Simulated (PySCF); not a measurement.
Solvent effects on NMR parameters

Molfile (atoms numbered from 1):
```
C6H6O3
     RDKit          3D

 15 15  0  0  0  0  0  0  0  0999 V2000
   -2.5980   -0.1590   -0.1939 C   0  0  0  0  0  0  0  0  0  0  0  0
   -1.2085    0.1083   -0.2219 O   0  0  0  0  0  0  0  0  0  0  0  0
   -0.4186   -0.8801    0.2189 C   0  0  0  0  0  0  0  0  0  0  0  0
   -0.8368   -1.9394    0.6153 O   0  0  0  0  0  0  0  0  0  0  0  0
    1.0008   -0.5080    0.1560 C   0  0  0  0  0  0  0  0  0  0  0  0
    1.6079    0.7152   -0.2831 C   0  0  0  0  0  0  0  0  0  0  0  0
    2.9463    0.5309   -0.1341 C   0  0  0  0  0  0  0  0  0  0  0  0
    3.2022   -0.7050    0.3592 O   0  0  0  0  0  0  0  0  0  0  0  0
    2.0314   -1.3267    0.5324 C   0  0  0  0  0  0  0  0  0  0  0  0
   -3.0942    0.7525   -0.5473 H   0  0  0  0  0  0  0  0  0  0  0  0
   -2.9307   -0.4042    0.8256 H   0  0  0  0  0  0  0  0  0  0  0  0
   -2.8486   -1.0063   -0.8498 H   0  0  0  0  0  0  0  0  0  0  0  0
    1.0969    1.5992   -0.6554 H   0  0  0  0  0  0  0  0  0  0  0  0
    3.8140    1.1565   -0.3260 H   0  0  0  0  0  0  0  0  0  0  0  0
    2.0520   -2.3396    0.9263 H   0  0  0  0  0  0  0  0  0  0  0  0
  1  2  1  0
  2  3  1  0
  3  4  2  0
  3  5  1  0
  5  6  1  0
  6  7  2  0
  7  8  1  0
  8  9  1  0
  9  5  2  0
  1 10  1  0
  1 11  1  0
  1 12  1  0
  6 13  1  0
  7 14  1  0
  9 15  1  0
M  END
```

GIAO PBE0/pcSseg-1 in PySCF on one PBE0-D3(BJ)/def2-SVP conformer, non-relativistic, equivalent nuclei averaged. Solvents enter as an IEF-PCM continuum (chloroform with ε = 4.7, acetonitrile with ε = 35.7, water with ε = 78.4) around the gas-phase geometry. Shifts are referred to TMS computed in the same medium.

Gas phase, δ in ppm: C3 166.9, C9 153.8, C7 146.6, C5 124.3, C6 116.3, C1 51.8, H15 8.12, H14 7.30, H13 6.85, H10/H11/H12 3.79. Dipole moment 2.07 D.

(1) How does each δ change in the continuum?

(2) Which nuclei move most (in ppm), and what does the model miss?

Answers

(1) 
| atoms | environment | Δδ, chloroform | Δδ, acetonitrile | Δδ, water |
| --- | --- | --- | --- | --- |
| C3 | ester carbonyl carbon | +2.4 | +3.2 | +3.3 |
| C9 | aromatic CH next to the ring oxygen | +1.7 | +2.3 | +2.3 |
| C7 | aromatic CH next to the ring oxygen | +2.4 | +3.4 | +3.5 |
| C5 | substituted aromatic carbon | +0.2 | +0.3 | +0.3 |
| C6 | aromatic CH | +0.4 | +0.5 | +0.6 |
| C1 | methyl carbon bonded to O | +1.0 | +1.3 | +1.4 |
| H15 | hydrogen on an aromatic CH next to the ring oxygen | +0.15 | +0.20 | +0.21 |
| H14 | hydrogen on an aromatic CH next to the ring oxygen | +0.24 | +0.33 | +0.34 |
| H13 | hydrogen on an aromatic CH | +0.15 | +0.21 | +0.21 |
| H10/H11/H12 | hydrogen on a methyl carbon bonded to O | +0.10 | +0.14 | +0.14 |

Changes are relative to the gas phase. The dipole moment becomes 2.47 D in chloroform, 2.63 D in acetonitrile, 2.64 D in water.

(2) C7 (aromatic CH next to the ring oxygen, +3.5 ppm) in water. A continuum only polarises the solute; specific hydrogen bonds, the anisotropy of aromatic solvents and changes of geometry or conformer are outside it.
